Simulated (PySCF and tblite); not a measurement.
The numbers below are computed, except where a source is named.
# Barrier and rate of a rotation

System: C₇H₇FN (charge -1), numbered as in [CH2:1]=[CH:2][c:3]1[cH:4][n-:5][c:6]([F:7])[c:8]1[CH3:9].

Motion: rotation about the C3–C2 bond (torsion C4–C3–C2–C1 from 0° to 179°, rising). Geometries: GFN2-xTB; energies: PBE0/pcSseg-1 + D3(BJ); zero-point and thermal terms from GFN2-xTB harmonic modes (soft modes blended into free rotors). Rates follow Eyring's equation with the number of equivalent paths and no tunnelling. Programs: tblite and PySCF.

| point | symmetry | E(GFN2) kcal/mol | E(DFT) kcal/mol | ZPE change kcal/mol | lowest mode cm⁻¹ |
| --- | --- | --- | --- | --- | --- |
| start | Cs | 0.0 | 0.0 | 0.00 | 93 |
| saddle | C1 | 8.0 | 8.5 | -0.48 | 156i |
| end | Cs | 0.3 | -1.7 | 0.19 | 82 |

| Item | Value |
| --- | --- |
| Electronic barrier | 8.5 kcal/mol |
| Barrier with zero-point energy | 8.0 kcal/mol |
| ΔH‡ (298 K) | 7.7 kcal/mol |
| ΔS‡ (298 K, symmetry apart) | -2.1 cal/(mol K) |
| Paths | 2 equivalent paths |
| End point | a different minimum |
| Mean lifetime of the start against this motion at 298 K | 100 ns |
| Cost | 96 s on 1 thread of Arm Neoverse V1, on a host shared with other jobs (rough), peak memory 0.91 GiB, launched as `OMP_NUM_THREADS=1 python ens_run.py task.json out` |

```json
{"T/K": "150", "ΔG‡ kcal/mol": "8.1", "k s⁻¹": "10", "ΔG kcal/mol": "-1.4", "k back s⁻¹": "0.086"}
{"T/K": "200", "ΔG‡ kcal/mol": "8.2", "k s⁻¹": "1×10⁴", "ΔG kcal/mol": "-1.4", "k back s⁻¹": "327"}
{"T/K": "250", "ΔG‡ kcal/mol": "8.2", "k s⁻¹": "6.6×10⁵", "ΔG kcal/mol": "-1.3", "k back s⁻¹": "4.6×10⁴"}
{"T/K": "298", "ΔG‡ kcal/mol": "8.3", "k s⁻¹": "9.8×10⁶", "ΔG kcal/mol": "-1.3", "k back s⁻¹": "1.2×10⁶"}
{"T/K": "350", "ΔG‡ kcal/mol": "8.4", "k s⁻¹": "7.8×10⁷", "ΔG kcal/mol": "-1.2", "k back s⁻¹": "1.4×10⁷"}
{"T/K": "400", "ΔG‡ kcal/mol": "8.6", "k s⁻¹": "3.5×10⁸", "ΔG kcal/mol": "-1.2", "k back s⁻¹": "7.9×10⁷"}
{"T/K": "500", "ΔG‡ kcal/mol": "8.8", "k s⁻¹": "2.8×10⁹", "ΔG kcal/mol": "-1.1", "k back s⁻¹": "9.4×10⁸"}
```

ΔG and ΔG‡ leave out symmetry numbers and mirror images; rates count paths: 2 out, 2 back.

The ion is treated without a counter-ion.
